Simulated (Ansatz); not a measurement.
# Which is lower?

The two ends of one reaction step of SiNH4ClF2, closed shell (PBE0-D4/def2-TZVP).

A:

| atom | x (Å) | y (Å) | z (Å) |
| --- | --- | --- | --- |
| Si1 | -0.7429 | -0.7617 | -0.4209 |
| N2 | 0.7819 | -0.0239 | -0.1780 |
| F3 | -0.7072 | -1.9404 | -1.4812 |
| F4 | -1.1480 | -1.4110 | 0.9618 |
| H5 | -1.7352 | 0.2209 | -0.8694 |
| H6 | 0.5148 | 1.4728 | 0.9499 |
| Cl7 | 0.3448 | 2.5513 | 1.6758 |
| H8 | 1.2101 | 0.4424 | -0.9667 |
| H9 | 1.4820 | -0.5503 | 0.3287 |

B:

```json
{"atom": "Si1", "x (Å)": "-0.9450", "y (Å)": "-0.0881", "z (Å)": "-0.0638"}
{"atom": "N2", "x (Å)": "1.1269", "y (Å)": "-0.0073", "z (Å)": "0.0612"}
{"atom": "F3", "x (Å)": "-0.6058", "y (Å)": "-0.6912", "z (Å)": "-1.5212"}
{"atom": "F4", "x (Å)": "-0.7570", "y (Å)": "-1.0523", "z (Å)": "1.2159"}
{"atom": "H5", "x (Å)": "-2.4182", "y (Å)": "-0.1640", "z (Å)": "-0.1552"}
{"atom": "H6", "x (Å)": "1.4153", "y (Å)": "0.3728", "z (Å)": "0.9561"}
{"atom": "Cl7", "x (Å)": "-0.8359", "y (Å)": "1.9898", "z (Å)": "0.2167"}
{"atom": "H8", "x (Å)": "1.5051", "y (Å)": "0.5808", "z (Å)": "-0.6733"}
{"atom": "H9", "x (Å)": "1.5147", "y (Å)": "-0.9404", "z (Å)": "-0.0364"}
```

Ansatz 0.2.0; basis: def2-TZVPP; cores frozen in the correlated methods. B3LYP uses VWN-RPA correlation.

Which structure is lower at CCSD(T), and by how much? (An estimate is asked for; the value comes from the calculation.)

The calculation gives: B, by 27.7 kJ/mol (electronic energy, against the other). By their contacts, A is a complex of SiNH₃F₂ ([NH2][SiH]([F])[F]) + HCl and B is SiNH₄ClF₂ ([NH3][SiH]([F])([F])[Cl]).

All methods give the same order:

```json
{"method": "SPW92", "E(B) − E(A) (kJ/mol)": "-46.0"}
{"method": "PBE-D4", "E(B) − E(A) (kJ/mol)": "-33.9"}
{"method": "BLYP-D4", "E(B) − E(A) (kJ/mol)": "-19.9"}
{"method": "r2SCAN-D4", "E(B) − E(A) (kJ/mol)": "-36.7"}
{"method": "B97M-V", "E(B) − E(A) (kJ/mol)": "-36.1"}
{"method": "PBE0-D4", "E(B) − E(A) (kJ/mol)": "-35.2"}
{"method": "B3LYP-D4", "E(B) − E(A) (kJ/mol)": "-22.5"}
{"method": "r2SCAN0-D4", "E(B) − E(A) (kJ/mol)": "-36.9"}
{"method": "BHLYP-D4", "E(B) − E(A) (kJ/mol)": "-25.0"}
{"method": "CAM-B3LYP-D4", "E(B) − E(A) (kJ/mol)": "-24.1"}
{"method": "wB97X-V", "E(B) − E(A) (kJ/mol)": "-34.6"}
{"method": "wB97M-V", "E(B) − E(A) (kJ/mol)": "-36.9"}
{"method": "B2PLYP", "E(B) − E(A) (kJ/mol)": "-23.3"}
{"method": "PBE-QIDH", "E(B) − E(A) (kJ/mol)": "-35.2"}
{"method": "RPA on PBE", "E(B) − E(A) (kJ/mol)": "-25.6"}
{"method": "HF", "E(B) − E(A) (kJ/mol)": "-9.1"}
{"method": "MP2", "E(B) − E(A) (kJ/mol)": "-30.2"}
{"method": "CCSD", "E(B) − E(A) (kJ/mol)": "-24.9"}
{"method": "CCSD(T)", "E(B) − E(A) (kJ/mol)": "-27.7"}
```

T1 diagnostic: at most 0.011.

Labels in which every atom is bracketed show which atoms are joined, not bond orders.

For scale, one of the runs: CCSD(T)/def2-TZVPP, 233 basis functions, launched by `ansatz run in.yaml --threads 4 --pin off --events-out ev --progress --plain --max-ram 9574MiB`. The run took 100 s on 4 CPU threads of an Arm Neoverse V2 (shared host), with 4.2 GiB of host memory at its peak.
